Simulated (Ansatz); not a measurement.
Total energies of fluoranthene (C₁₆H₁₀) from Ansatz at PBE0-D4/def2-SVP, gas phase (1 Eh = 27.2114 eV = 2625.5 kJ/mol). The reference geometry is relaxed at PBE-D4/def2-SVP.

```xyz
26

C    -1.019    3.569    0.633
C    -0.108    3.739   -0.425
C     0.542    2.632   -1.001
C     0.270    1.352   -0.504
C    -0.660    1.178    0.577
C    -1.301    2.287    1.141
C    -0.743   -0.262    0.881
C    -1.446   -1.045    1.791
C    -1.248   -2.459    1.776
C    -0.380   -3.086    0.882
C     0.356   -2.309   -0.066
C     1.283   -2.774   -1.049
C     1.915   -1.866   -1.899
C     1.678   -0.460   -1.834
C     0.780    0.023   -0.888
C     0.141   -0.914   -0.026
H    -1.516    4.448    1.069
H     0.098    4.751   -0.807
H     1.254    2.773   -1.828
H    -2.015    2.161    1.969
H    -2.144   -0.602    2.517
H    -1.807   -3.074    2.497
H    -0.259   -4.180    0.905
H     1.497   -3.851   -1.134
H     2.628   -2.244   -2.648
H     2.204    0.212   -2.528
```

| state | geometry | energy (Eh) |
| --- | --- | --- |
| charge 0 singlet | reference | -614.62611 |
| charge 1 doublet | reference | -614.34177 |
| charge 1 doublet | relaxed at PBE-D4/def2-SVP | -614.34328 |
| charge -1 doublet | reference | -614.65060 |
| free C atom (triplet) | – | -37.76066 |
| free H atom (doublet) | – | -0.50029 |

(1) Work out the vertical ionisation energy to the doublet.

(2) Work out the vertical electron affinity, to the doublet.

(3) Give the fundamental gap IE − EA, the Mulliken electronegativity (IE + EA)/2 and the hardness (IE − EA)/2.

(4) How much does the charge 1 doublet relax, and what is the adiabatic ionisation energy?

(5) What is the binding energy per atom against free atoms?

(1) E(charge 1 doublet) − E(charge 0 singlet) = -614.34177 − (-614.62611) = 0.28434 Eh = 7.74 eV. For comparison, −ε of the highest occupied level is 6.26 eV at this level, 1.48 eV less.

(2) E(charge 0 singlet) − E(charge -1 doublet) = -614.62611 − (-614.65060) = 0.02449 Eh = 0.67 eV. The basis lacks diffuse functions, which makes affinities too small.

(3) From the values in Eh: IE − EA = 0.28434 − 0.02449 = 0.25985 Eh = 7.07 eV; (IE + EA)/2 = 4.20 eV; (IE − EA)/2 = 3.54 eV. The HOMO–LUMO gap of the same run is 4.22 eV, 2.85 eV smaller than the fundamental gap.

(4) Relaxation: -614.34177 − (-614.34328) = 0.00151 Eh = 0.04 eV. Adiabatic ionisation energy: 0.28283 Eh = 7.70 eV, without zero-point energy. 

(5) Atoms: 16 × (-37.76066) + 10 × (-0.50029) = -609.17346 Eh. Binding: -609.17346 − (-614.62611) = 5.45265 Eh = 148.37 eV, or 5.71 eV for each of 26 atoms (no zero-point energy, no counterpoise term).

At PBE0-D4/def2-SVP the highest occupied level of the charge -1 doublet lies above zero (up to 0.80 eV). By energy differences its removal costs 0.67 eV (vertical, to the charge 0 singlet, at PBE0-D4/def2-SVP); self-interaction error and the lack of diffuse functions both raise the level.
